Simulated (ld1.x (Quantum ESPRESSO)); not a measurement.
## u(r) = r·R(r): atom against pseudo-atom (oxygen)

Columns: radius, all-electron u(r) and pseudo u(r) of the 2s shell (level -23.71 eV) of oxygen in the configuration [He] 2s2 2p4; LDA (PZ), non-relativistic, TM scheme, ld1.x (Quantum ESPRESSO) 7.5.

```json
{"r (bohr)": "0.098", "all-electron": "0.4215", "pseudo": "-0.1181"}
{"r (bohr)": "0.195", "all-electron": "0.2636", "pseudo": "-0.2265"}
{"r (bohr)": "0.292", "all-electron": "-0.0480", "pseudo": "-0.3285"}
{"r (bohr)": "0.390", "all-electron": "-0.3568", "pseudo": "-0.4500"}
{"r (bohr)": "0.488", "all-electron": "-0.6039", "pseudo": "-0.6134"}
{"r (bohr)": "0.585", "all-electron": "-0.7771", "pseudo": "-0.7771"}
{"r (bohr)": "0.682", "all-electron": "-0.8856", "pseudo": "-0.8856"}
{"r (bohr)": "0.780", "all-electron": "-0.9418", "pseudo": "-0.9418"}
{"r (bohr)": "0.878", "all-electron": "-0.9573", "pseudo": "-0.9573"}
{"r (bohr)": "0.975", "all-electron": "-0.9436", "pseudo": "-0.9436"}
{"r (bohr)": "1.072", "all-electron": "-0.9102", "pseudo": "-0.9102"}
{"r (bohr)": "1.170", "all-electron": "-0.8634", "pseudo": "-0.8634"}
{"r (bohr)": "1.268", "all-electron": "-0.8089", "pseudo": "-0.8089"}
{"r (bohr)": "1.365", "all-electron": "-0.7513", "pseudo": "-0.7513"}
{"r (bohr)": "1.463", "all-electron": "-0.6919", "pseudo": "-0.6919"}
{"r (bohr)": "1.560", "all-electron": "-0.6339", "pseudo": "-0.6339"}
{"r (bohr)": "1.658", "all-electron": "-0.5774", "pseudo": "-0.5774"}
{"r (bohr)": "1.755", "all-electron": "-0.5243", "pseudo": "-0.5243"}
{"r (bohr)": "1.852", "all-electron": "-0.4745", "pseudo": "-0.4745"}
{"r (bohr)": "1.950", "all-electron": "-0.4277", "pseudo": "-0.4277"}
{"r (bohr)": "2.047", "all-electron": "-0.3850", "pseudo": "-0.3850"}
{"r (bohr)": "2.145", "all-electron": "-0.3454", "pseudo": "-0.3454"}
{"r (bohr)": "2.242", "all-electron": "-0.3096", "pseudo": "-0.3096"}
{"r (bohr)": "2.340", "all-electron": "-0.2769", "pseudo": "-0.2769"}
{"r (bohr)": "2.438", "all-electron": "-0.2472", "pseudo": "-0.2472"}
{"r (bohr)": "2.535", "all-electron": "-0.2206", "pseudo": "-0.2206"}
```

Task: How many radial nodes do the two functions have?

Result: The all-electron 2s function has n − l − 1 = 1; the pseudo-wave has 0, since the states of the same l below it are removed with the core.

Task: At about which radius was the pseudo-wave matched?

Result: 0.60 bohr, where the columns begin to agree (steps of 0.10 bohr).

Task: Is the pseudo-wave norm-conserving?

Result: Yes: the TM scheme keeps the norm inside the radius equal to the all-electron one, which fixes the energy derivative of the logarithmic derivative at the level.
